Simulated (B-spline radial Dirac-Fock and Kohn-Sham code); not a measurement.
**K-line shifts caused by a second vacancy in Hf**

System: neutral hafnium, configuration [Xe] 4f14 5d3 6s1 (an excited configuration).

The computed values come from a radial finite-basis atomic code: multi-electron Dirac-Fock with separately optimised hole states, Breit and Lamb-shift corrections added in first order. Each two-hole energy is an average over J within one jj subconfiguration, not an observable level; in light atoms, where LS coupling holds, the j-resolved values are not observed lines, and for a K spectator the Kα1 hypersatellite is nearly forbidden. Electron correlation is not included.

Lines without a spectator: Kα2 (K-L2) 54601.5 eV, Kα1 (K-L3) 55779.9 eV, Kβ3 (K-M2) 62971.7 eV, Kβ1 (K-M3) 63227.6 eV. Shifts in eV with one spectator hole (a dash: not computed, or left out as unreliable):

```
spectator hole     Kα2      Kα1      Kβ3      Kβ1
        K (1s)  +942.1  +1009.0  +1218.3  +1233.8
    L2 (2p1/2)  +118.9   +159.2        –   +305.8
    L3 (2p3/2)   +92.2   +100.2   +234.2        –
    M2 (3p1/2)       –   +24.89    +48.5    +57.5
    M3 (3p3/2)  +14.04        –    +42.0    +42.4
    M4 (3d3/2)   +4.79    +1.39        –        –
    M5 (3d5/2)   -0.45    +3.42        –        –
```
